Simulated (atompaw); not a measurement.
# PBEsol PAW (atompaw) dataset for terbium, scalar-relativistic all-electron reference.

* Element: Tb
* Generator: atompaw 4.2.0.5
* Type: PAW
* Functional: PBEsol
* Relativity: scalar-relativistic
* Frozen core: [Kr] 4d10
* Valence charge: 19
* Reference configuration: 4f9 5s2 5p6 5d0 6s1.5 6p0 (charge +0.5)
* Partial waves: 5s (bound): rc 2.25 bohr; 6s (bound): rc 2.30 bohr; 5p (bound): rc 2.30 bohr; 6p (bound, empty): rc 3.00 bohr; 5d (bound, empty): rc 3.00 bohr; 5d channel at 0.35 Ry: rc 3.00 bohr; 4f (bound): rc 1.20 bohr; 4f channel at 2.5 Ry: rc 1.20 bohr
* Local potential: troulliermartins scheme with l = 4 at 0.5 Ry, radius 2.55 bohr
* Core correction: smooth core density matched at 1.90 bohr
* Augmentation charge: sinc compensation charge, radius 2.55 bohr; PAW radius 3.00 bohr; waves and projectors: custom polynom2 7 10 vanderbiltortho

All-electron outer shells of the reference configuration (PBEsol, scalar-relativistic, ld1.x):

| shell | level (eV) | outermost node (bohr) | outermost maximum (bohr) |
| --- | --- | --- | --- |
| 4p | -283.08 | 0.28 | 0.53 |
| 4d | -149.83 | 0.26 | 0.55 |
| 5s | -50.59 | 0.64 | 1.18 |
| 5p | -27.91 | 0.69 | 1.35 |
| 6s | -6.16 | 1.60 | 3.41 |
| 4f | -6.10 | – | 0.56 |
| 5d | -4.01 | 0.78 | 2.07 |
| 6p | -3.18 | 1.94 | 4.48 |

What the tests gave:

| Item | Value |
| --- | --- |
| Lowest eigenvalue of the overlap operator | 0.52 (p channel) |
| Overlap eigenvalues printed by atompaw (projector basis) | 0.0209, 0.733, 0.816, 8.51, 68, 449, 2.4e+03, 1.41e+04 |
| Share of each valence orbital outside the PAW sphere | 5s 0 %, 6s 75 %, 5p 2 %, 6p 92 %, 5d 42 %, 4f 1 % |

A Bessel basis up to 400 Ry misses an occupied level by 0.07 Ry, so cutoffs and ghosts were not judged.

Generation and tests took about 15 s on one core of a shared server CPU.
